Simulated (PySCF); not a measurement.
Species: [CuF4]2- (charge -2 and doublet state).
Cartesian coordinates in Å at the PBE0-D3(BJ)/def2-SVP level; atoms count from 1:
```
atom  x, y, z in Å
Cu1    0.000    0.000    0.000
F2     1.778   -0.019    0.727
F3     0.013    1.786   -0.707
F4    -1.779    0.005    0.724
F5    -0.012   -1.771   -0.743
```

Method: PBE0-D3(BJ)/def2-SVP geometry optimisation, gas phase in PySCF.

(1) Which atoms are bound to Cu1, and at what distances?

(2) List the angles at Cu1.

(3) Describe the arrangement about Cu1 in numbers.

(4) What are the rotational constants (commonest isotopes, rigid rotor)?

## Answers

(1) 4 atoms: F3 1.921 Å, F4 1.921 Å, F5 1.921 Å, F2 1.921 Å.

(2) 
```
    angle  degrees  distance of the outer atoms (Å)
F3–Cu1–F5    135.6                             3.56
F2–Cu1–F4    135.6                             3.56
F2–Cu1–F5     98.2                             2.90
F4–Cu1–F5     98.2                             2.90
F2–Cu1–F3     98.2                             2.90
F3–Cu1–F4     98.2                             2.90
```

(3) Angles from 98.2° to 135.6°; τ4 = (360° − α − β)/141° = 0.63 with α and β the two widest (0 for a square, 1 for a tetrahedron).

(4) A = 3156, B = 3155, C = 2102 MHz: an oblate symmetric top.

Point group: D2d (every atom within 0.08 Å of its image). Charge -2, doublet. ⟨S²⟩ = 0.752 (exact for a doublet: 0.75). Whether so highly charged an anion holds all its electrons in the gas phase wasn't checked; a finite basis holds them in any case. The ion is multiply charged and computed without counter-ions or solvent. The geometry's basis has no diffuse functions, a weakness for an anion. Whether it is a minimum is left open (no frequencies).

Hardware: x86-64 server, one thread, no GPU (shared host). Cost: 19 s. These figures are those of the optimisation.

For an open-shell metal species like this, the optimisation's SCF solution wasn't tested for stability and no frequencies at its level were run, so a lower state or another shape may exist.
